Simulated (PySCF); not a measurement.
trans-1,3,3,3-tetrafluoropropene (C₃H₂F₄), SMILES F/C=C/C(F)(F)F.

The structure is a stationary point at B3LYP-D3(BJ)/def2-SVP.

Method: HF/def2-TZVP (PySCF).

Computed frontier levels, gap, dipole moment and polarisability:
```
Property                                                                                                       Result
---------------------------------------------------------------------------------------------  ----------------------
highest occupied level                                                                                      -11.46 eV
lowest empty level                                                                                            3.26 eV
orbital gap                                                                                                  14.72 eV
dipole moment                                                                                                  1.28 D
quadrupole, principal values (traceless, Buckingham form, about the centre of nuclear charge)  -5.97, -0.62, 6.59 D·Å
mean static polarisability                                                                       35.9 bohr³ (5.32 Å³)
polarisability, principal values                                                               28.0, 32.8, 46.8 bohr³
```
